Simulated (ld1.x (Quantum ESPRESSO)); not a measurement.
**phosphorus, TM: configuration errors across variants**

| Property | Result |
| --- | --- |
| Element | P (Z = 15) |
| Generator | ld1.x (Quantum ESPRESSO) 7.5 |
| Type | norm-conserving Troullier–Martins (Kleinman–Bylander form) |
| Functional | Wu–Cohen |
| Relativity | scalar-relativistic |
| Frozen core | [Ne] |
| Valence charge | 5 |
| Reference configuration | 3s1.75 3p3.25 |
| Partial waves | 3s (bound): rc 1.40 bohr; 3p (bound): rc 1.25 bohr |
| Local potential | all-electron potential smoothed inside 1.20 bohr (lloc = -1) |
| Core correction | a·sin(br)/r model core, default radius (core density twice the valence density) |

All-electron excitation energies from the reference (eV): (1) 3s2 3p3 -2.117; (2) 3s2 3p2 7.589; (3) 3s2 3p1 26.729; (4) 3s1 3p4 6.404; (5) 3s1 3p0 108.477; (6) 3s0 3p5 15.058; (7) 3s1 3p3 16.698.

A true bound ghost makes a file unfit for plane-wave use even where its test errors are small: the radial tests pick states by their node count and pass the ghost by.

Errors AE − PS in meV (a dash: test not solved or not reliable):

| change | (1) | (2) | (3) | (4) | (5) | (6) | (7) | bound ghosts |
| --- | --- | --- | --- | --- | --- | --- | --- | --- |
| base | +0.3 | +3.8 | +26 | +1.0 | +157 | +6.5 | +9.1 | none |
| wave 3s (bound): rc 1.40 bohr becomes 3s (bound): rc 0.92 bohr | +0.6 | +6.5 | +43 | +7.7 | +253 | +55 | +14 | s |
| wave 3s (bound): rc 1.40 bohr becomes 3s (bound): rc 1.20 bohr | +0.2 | +4.0 | +30 | +0.5 | +187 | +3.0 | +8.9 | none |
| wave 3s (bound): rc 1.40 bohr becomes 3s (bound): rc 1.32 bohr | +0.2 | +3.9 | +28 | +0.8 | +167 | +4.8 | +8.9 | none |
| wave 3s (bound): rc 1.40 bohr becomes 3s (bound): rc 1.44 bohr | +0.3 | +3.8 | +26 | +1.1 | +155 | +6.9 | +9.2 | none |
| wave 3s (bound): rc 1.40 bohr becomes 3s (bound): rc 1.54 bohr | +0.3 | +3.8 | +26 | +1.1 | +155 | +6.9 | +9.1 | none |
| wave 3s (bound): rc 1.40 bohr becomes 3s (bound): rc 1.68 bohr | +0.2 | +3.9 | +27 | +0.7 | +163 | +4.4 | +8.7 | none |
| wave 3s (bound): rc 1.40 bohr becomes 3s (bound): rc 1.86 bohr | +0.1 | +4.4 | +33 | -0.8 | +187 | -4.1 | +6.7 | none |
| wave 3s (bound): rc 1.40 bohr becomes 3s (bound): rc 1.98 bohr | -0.1 | +5.2 | +41 | -2.7 | +219 | -15 | +4.1 | none |
| wave 3s (bound): rc 1.40 bohr becomes 3s (bound): rc 2.12 bohr | -0.3 | +6.0 | +48 | -4.4 | +246 | -26 | +1.6 | none |

(1) Give the same row for: wave 3s (bound): rc 1.40 bohr becomes 3s (bound): rc 1.00 bohr.

Answers

(1) +0.2, +5.2, +40, +2.2, +257, +12, +11; bound ghosts: none.
